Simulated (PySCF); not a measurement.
**XPS shifts beside NMR shieldings**

C₇H₁₀N₂.
Z-matrix (Å and degrees, PBE0-D3(BJ)/def2-SVP geometry), rows numbered from 1:
```
C 
N   1  1.2604
C   2  1.4439  1  118.08
C   3  1.5105  2  112.77  1   117.90
C   4  1.3421  3  119.89  2  -120.03
C   4  1.4783  3  119.26  2    62.01
C   6  1.3479  4  123.58  3    -1.39
N   6  1.4046  4  114.91  3   174.55
C   8  1.2646  6  119.60  4   131.79
H   1  1.1097  2  123.15  3     0.30
H   1  1.0996  2  119.74  3  -179.63
H   3  1.1079  2  112.27  1    -5.01
H   3  1.1048  2  107.26  1  -122.82
H   5  1.0929  4  121.01  3     1.78
H   5  1.0914  4  120.76  3  -176.93
H   7  1.0892  6  121.09  4    -4.41
H   7  1.0921  6  120.44  4   175.39
H   9  1.1072  8  122.97  6    -2.98
H   9  1.0993  8  119.42  6   177.02
```

Binding energies: delta-SCF UKS SCAN, pcX-2 on the ionised atom, pcseg-1 elsewhere, spin-free X2C in PySCF 2.14.0. Shieldings: GIAO B3LYP/pcSseg-1, non-relativistic, same geometry.

```json
{"atom": "C3", "C 1s (eV)": "291.45"}
{"atom": "C4", "C 1s (eV)": "290.47"}
{"atom": "C5", "C 1s (eV)": "289.59"}
{"atom": "C6", "C 1s (eV)": "291.11"}
{"atom": "C7", "C 1s (eV)": "289.37"}
```

Q: What are the absolute isotropic shieldings of these atoms?

A: 
| atom | environment | C 1s (eV) | isotropic shielding (ppm) |
| --- | --- | --- | --- |
| C7 | terminal =CH2 carbon | 289.37 | 73.9 |
| C5 | terminal =CH2 carbon | 289.59 | 55.9 |
| C4 | fully substituted alkene carbon | 290.47 | 27.0 |
| C6 | vinylic carbon bearing nitrogen | 291.11 | 11.9 |
| C3 | sp3 carbon bound to nitrogen | 291.45 | 103.5 |

Q: Among the listed atoms, is the one with the highest binding energy also the least shielded?

A: No. The highest binding energy is at C3 (291.45 eV, shielding 103.5 ppm), the lowest shielding at C6 (11.9 ppm, 291.11 eV).

By binding energy: C7 < C5 < C4 < C6 < C3. By shielding: C6 < C4 < C5 < C7 < C3.

Spin contamination (⟨S²⟩ against 0.75 for a pure doublet) is marked for C 1s of C4 (0.93) and C 1s of C6 (0.93), which makes these values less certain. The structure is a single PBE0-D3(BJ)/def2-SVP conformer in the gas phase; no vibrational or solvent corrections.
